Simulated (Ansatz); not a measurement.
Mulliken charges of C₂H₂AlFTe (`C=[C]1[Te][Al]1[F]`) from PBE/def2-TZVPP in Ansatz (PBE0-D4/def2-TZVP geometry).

```json
{"atom": "C1", "x (Å)": "0.953", "y (Å)": "-0.368", "z (Å)": "1.024", "charge (e)": "-0.162"}
{"atom": "C2", "x (Å)": "0.080", "y (Å)": "-0.120", "z (Å)": "0.065", "charge (e)": "-0.191"}
{"atom": "Te3", "x (Å)": "-0.955", "y (Å)": "-1.657", "z (Å)": "-1.228", "charge (e)": "-0.034"}
{"atom": "Al4", "x (Å)": "-1.054", "y (Å)": "0.770", "z (Å)": "-1.135", "charge (e)": "0.441"}
{"atom": "F5", "x (Å)": "-1.630", "y (Å)": "2.210", "z (Å)": "-1.660", "charge (e)": "-0.268"}
{"atom": "H6", "x (Å)": "1.386", "y (Å)": "0.461", "z (Å)": "1.581", "charge (e)": "0.104"}
{"atom": "H7", "x (Å)": "1.280", "y (Å)": "-1.364", "z (Å)": "1.307", "charge (e)": "0.110"}
```

By hand: the dipole of these point charges (1 e Å = 4.8032 D).

Σ q r = (0.120, -0.216, 0.116) e Å, of length 0.273 e Å = 1.31 D.

How does the dipole of the full density compare? (Best estimate.)

Computed: (0.107, -0.012, 0.119) e Å, 0.77 D; the point charges give 1.70 times that, at 48° from its direction.

Point charges leave out the atoms' own dipoles, such as those of lone pairs, and Mulliken's split depends on the basis, so the two needn't agree.
